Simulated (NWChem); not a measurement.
# CHBr$_{2}$F; SMILES FC(Br)Br

```xyz
5

F      1.8734    -0.1998     0.0000
C      0.6885     0.4300     0.0000
Br    -0.3095    -0.0227    -1.6209
Br    -0.3095    -0.0227     1.6209
H      0.8253     1.5274     0.0000
```
Atoms are numbered in this order, from 1.

Computed with NWChem. Pople sets run with spherical d functions. STO-3G and 3-21G are far too small for this property and stand as cheap habits. Geometry: optimised at PBE-D3(BJ)/def2-SVP. B3LYP is NWChem's, with the RPA form of VWN correlation. Field at 589 nm.

Problem. Order these runs by computing time, cheapest first, and give rough ratios: B3LYP/STO-3G; B3LYP/aug-cc-pVDZ; B3LYP/def2-SVP.

Solution. B3LYP/STO-3G (1), B3LYP/def2-SVP (6), B3LYP/aug-cc-pVDZ (80). Ratios are rough, from one shared machine; the cheapest took roughly 8 core-seconds. What differs between the cheapest and the dearest: isotropic polarisability (bohr³) 19.1 → 60.4; anisotropy (bohr³) 23.4 → 30.3.
